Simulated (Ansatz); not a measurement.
Geometry optimisation, UKS BHLYP/def2-SVP (Ansatz 0.2.0).

Input file:

```yaml
crystal:
  periodic: [false, false, false]
  atoms:
    - { symbol: F, position_ang: [0.1787, -1.87958, 1.34109] }
    - { symbol: B, position_ang: [1.0629, -0.97851, 1.14329] }
    - { symbol: In, position_ang: [-0.01251, 0.56227, -0.37816] }
    - { symbol: H, position_ang: [0.64196, 2.28261, -0.48478] }
    - { symbol: H, position_ang: [-1.35913, 0.38742, -1.60432] }
magnetization:
  spin_polarized: true
  initial_magnetization: 1
basis:
  gaussian: { orbitals: def2-SVP }
hamiltonian:
  xc: { name: BHLYP }
relax:
  f_tol: 0.015
  max_steps: 40
```

Run as:

```bash
$ ansatz run input.yaml --threads 1 --pin off --max-ram 2048MiB --backend cpu --events-out ev --progress --plain --runs-dir out
```

Problem. Where does it end, and by what steps?

Solution. The run converged. After 12 steps the energy has fallen by 0.627 eV; B2 moved furthest, 0.63 Å.

| step | energy less start (eV) | largest force component (eV/Å) | accepted |
| --- | --- | --- | --- |
| 0 | 0.0000 | 1.403 | yes |
| 1 | -0.2848 | 1.390 | yes |
| 2 | -0.4017 | 1.149 | yes |
| 3 | -0.5312 | 0.243 | yes |
| 4 | -0.5359 | 1.311 | yes |
| 5 | -0.5916 | 0.323 | yes |
| 6 | -0.6089 | 0.573 | yes |
| 7 | -0.6191 | 0.140 | yes |
| 8 | -0.5925 | 0.469 | no |
| 9 | -0.6249 | 0.148 | yes |
| 10 | -0.6262 | 0.063 | yes |
| 11 | -0.6270 | 0.036 | yes |
| 12 | -0.6272 | 0.005 | yes |

```xyz
5
Properties=species:S:1:pos:R:3
F 0.560 -1.820 1.738
B 0.592 -1.039 0.727
In -0.166 0.715 -0.426
H 0.748 2.166 -0.286
H -1.221 0.351 -1.736
```

Whether the end is a true minimum wasn't checked by a vibrational analysis.

Time of the run: 45 s on 1 thread of AMD EPYC 7R43 64-Core Processor (Zen 3), on a shared host, peak memory 0.18 GiB.
